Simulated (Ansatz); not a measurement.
`BCB(C)O`. The species carries charge 0 and has multiplicity 1. The geometry is a stationary point of PBE0-D4/def2-TZVP. It is one conformer, not always the lowest.

```xyz
13

B    -1.717    0.614    0.473
C    -0.847    0.197   -0.727
B     0.638    0.125   -0.137
C     1.312   -1.233    0.246
O     1.352    1.268    0.053
H    -2.206   -0.203    1.200
H    -1.860    1.773    0.750
H    -0.846    0.951   -1.522
H    -1.101   -0.787   -1.124
H     2.271   -1.105    0.750
H     1.478   -1.833   -0.656
H     0.652   -1.832    0.882
H     0.874    2.066   -0.188
```

Task: What is the dipole moment at B3LYP/def2-TZVPP? (Estimate.)

Result: Ansatz gave: 1.19 D, with components (-0.40, 0.32, -1.07) D in this frame, pointing from negative to positive charge.

Task: And with PBE, r2SCAN, ωB97M-V? (Estimate.)

Result: Ansatz gave: PBE 1.17 D, r2SCAN 1.18 D, ωB97M-V 1.20 D.

Task: Give the Mulliken charges with B3LYP, ωB97M-V, PBE in def2-TZVPP. (An estimate is asked.)

Result: Ansatz gave: 
```json
{"atom": "B1", "B3LYP": "-0.12", "ωB97M-V": "-0.18", "PBE": "-0.11"}
{"atom": "C2", "B3LYP": "-0.22", "ωB97M-V": "-0.27", "PBE": "-0.21"}
{"atom": "B3", "B3LYP": "0.21", "ωB97M-V": "0.20", "PBE": "0.17"}
{"atom": "C4", "B3LYP": "-0.34", "ωB97M-V": "-0.38", "PBE": "-0.37"}
{"atom": "O5", "B3LYP": "-0.27", "ωB97M-V": "-0.26", "PBE": "-0.23"}
{"atom": "H6", "B3LYP": "0.03", "ωB97M-V": "0.07", "PBE": "0.02"}
{"atom": "H7", "B3LYP": "0.02", "ωB97M-V": "0.07", "PBE": "0.01"}
{"atom": "H8", "B3LYP": "0.10", "ωB97M-V": "0.12", "PBE": "0.10"}
{"atom": "H9", "B3LYP": "0.10", "ωB97M-V": "0.11", "PBE": "0.10"}
{"atom": "H10", "B3LYP": "0.10", "ωB97M-V": "0.11", "PBE": "0.11"}
{"atom": "H11", "B3LYP": "0.10", "ωB97M-V": "0.11", "PBE": "0.11"}
{"atom": "H12", "B3LYP": "0.10", "ωB97M-V": "0.11", "PBE": "0.11"}
{"atom": "H13", "B3LYP": "0.19", "ωB97M-V": "0.18", "PBE": "0.19"}
```

B3LYP here is the variant with VWN-RPA as its local correlation; programs differ in this.
